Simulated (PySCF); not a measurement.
Several orderings of computed values.

Each SMILES stands for a single optimised conformer of the isolated species, non-relativistic unless stated; the electronic structure was computed with PySCF and density fitting.

Dipoles, sizes and rotational constants follow the conformer. The torsions of the flexible species, by atom-mapped SMILES:
- `[CH3:1][c:2]1[cH:3][c:4]([SiH3:5])[cH:6][c:7]([C:8](=[O:9])[Cl:10])[cH:11]1`: C6–C7–C8–O9 0°
- `[CH:1]#[C:2][C@@H:3]([SiH3:4])[C@@H:5]([CH3:6])[CH:7][OH:8]`: C2–C3–C5–C6 77°, C3–C5–C7–O8 137°, H–O8–C7–C5 178°
- `[F:1][C@@H:2]1[CH2:3][CH2:4][C@H:5]1[N:6]1[CH2:7][CH2:8]1`: C4–C5–N6–C7 -169°
- `[O:1]=[C:2]([Cl:3])[CH2:4][CH2:5][c:6]1[cH:7][cH:8][cH:9][cH:10][cH:11]1`: O1–C2–C4–C5 14°, C2–C4–C5–C6 72°, C4–C5–C6–C7 75°
- `[F:1][C:2]([F:3])=[C:4]([F:5])[c:6]1[cH:7][cH:8][cH:9][cH:10][cH:11]1`: C2–C4–C6–C7 -179°

The conformers of `C=C1C[C@@H](N)C[C@H]1F`, `C=C[Si@@H]1NCC[C@H]1C(F)F`, `NCC(CN)N[SiH2]N` and `FC(F)(Cl)C1OCCCO1` aren't listed.

Problem. Rank by smallest rotational constant, lowest first (GFN2-xTB).
A. `C#C[C@H]([C@@H](C)[CH]O)[SiH3]` [radical]
B. `O=C(Cl)CCc1ccccc1`
C. `CC1=CC([SiH3])=CC(C(=O)Cl)=C1`
D. `N#Cc1ccc(Cl)[nH]1`
E. `F[C@@H]1CC[C@H]1N1CC1`

Solution. C (0.363 GHz), B (0.498 GHz), D (0.812 GHz), A (0.904 GHz), E (1.164 GHz).

Problem. By how much do the two ends of that ranking differ?

Solution. By 0.801 GHz, between `F[C@@H]1CC[C@H]1N1CC1` and `Cc1cc([SiH3])cc(C(=O)Cl)c1`.

Problem. Rank by HOMO–LUMO gap, lowest first (PBE0/pcSseg-1 at GFN2-xTB geometries).
A. `F[C@@H]1CC[C@H]1N1CC1`
B. `[SiH3]P([SiH3])[SiH3]`
C. `FC(F)(Cl)C1OCCCO1`
D. `C1C([C@H](F)C[C@@H]1N)=C`
E. `N#CC1=CC=C(Cl)N1`
F. `C=C[Si@@H]1NCC[C@H]1C(F)F`
G. `NCC(CN)N[SiH2]N`
H. `CC1=CC([SiH3])=CC(C(=O)Cl)=C1`

Solution. H (5.49 eV), E (5.92 eV), F (6.20 eV), D (6.75 eV), B (6.90 eV), G (7.55 eV), A (8.16 eV), C (8.75 eV).

Problem. Give the two extremes of that set in kcal/mol.

Solution. `Cc1cc([SiH3])cc(C(=O)Cl)c1`: 127 kcal/mol; `FC(F)(Cl)C1OCCCO1`: 202 kcal/mol.

Problem. Rank by HOMO energy, lowest first (PBE0/pcSseg-1 at GFN2-xTB geometries).
A. `FC(F)(Cl)C1OCCCO1`
B. `C=C[Si@@H]1NCC[C@H]1C(F)F`
C. `P([SiH3])([SiH3])[SiH3]`
D. `F[C@@H]1CC[C@H]1N1CC1`

Solution. A (-8.10 eV), C (-7.08 eV), D (-6.87 eV), B (-6.58 eV).

Problem. Rank by dipole moment, highest first (PBE0/pcSseg-1 at GFN2-xTB geometries).
A. `[SiH3]P([SiH3])[SiH3]`
B. `N#Cc1ccc(Cl)[nH]1`
C. `O=C(Cl)CCc1ccccc1`
D. `CC1=CC([SiH3])=CC(C(=O)Cl)=C1`
E. `FC(F)=C(F)c1ccccc1`
F. `F[C@@H]1CC[C@H]1N1CC1`

Solution. D (4.28 D), B (3.26 D), C (2.69 D), E (2.03 D), F (1.47 D), A (0.99 D).
